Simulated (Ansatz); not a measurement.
One change: `C[CH2][Ge][F]` becomes `C[CH2][Ge][OH]`.

Ansatz, PBE0-D4/def2-TZVP geometries, multiplicity 1. Each molecule was computed in one conformer, which needn't be the lowest.

Scalar relativity is left out up to krypton.

```csv
property,`C[CH2][Ge][F]`
"ideal-gas entropy at 298 K and 1 bar (rigid rotor, harmonic PBE0-D4/def2-TZVP) / J/(mol·K)",337
HOMO energy (PBE0/def2-TZVPP) / eV,-6.62
HOMO energy (PBE/def2-TZVPP) / eV,-5.50
HOMO–LUMO gap (PBE0/def2-TZVPP) / eV,4.32
zero-point energy (PBE0-D4/def2-TZVP) / kJ/mol,173.1
HOMO energy (B3LYP/def2-TZVPP) / eV,-6.45
```

(1) Give the same properties after the change, and the shifts. (Estimate.)

Answers

(1) The calculation gave: 
```json
{"property": "ideal-gas entropy at 298 K and 1 bar (rigid rotor, harmonic PBE0-D4/def2-TZVP) / J/(mol·K)", "`C[CH2][Ge][OH]`": "328", "shift": "-9"}
{"property": "HOMO energy (PBE0/def2-TZVPP) / eV", "`C[CH2][Ge][OH]`": "-6.41", "shift": "0.21"}
{"property": "HOMO energy (PBE/def2-TZVPP) / eV", "`C[CH2][Ge][OH]`": "-5.34", "shift": "0.16"}
{"property": "HOMO–LUMO gap (PBE0/def2-TZVPP) / eV", "`C[CH2][Ge][OH]`": "4.65", "shift": "0.33"}
{"property": "zero-point energy (PBE0-D4/def2-TZVP) / kJ/mol", "`C[CH2][Ge][OH]`": "205.0", "shift": "31.9"}
{"property": "HOMO energy (B3LYP/def2-TZVPP) / eV", "`C[CH2][Ge][OH]`": "-6.25", "shift": "0.20"}
```

With PBE0 the HOMO rises by 0.21 eV and the LUMO rises by 0.54 eV, so the gap widens by about 0.33 eV. PBE moves the HOMO by 0.16 eV and ωB97M-V by 0.21 eV. The zero-point energy changes by 31.9 kJ/mol with +3 modes. Modes under 60 cm⁻¹, often nearly free rotors, make the harmonic entropy too high.

B3LYP here is the variant with VWN-RPA as its local correlation; programs differ in this.
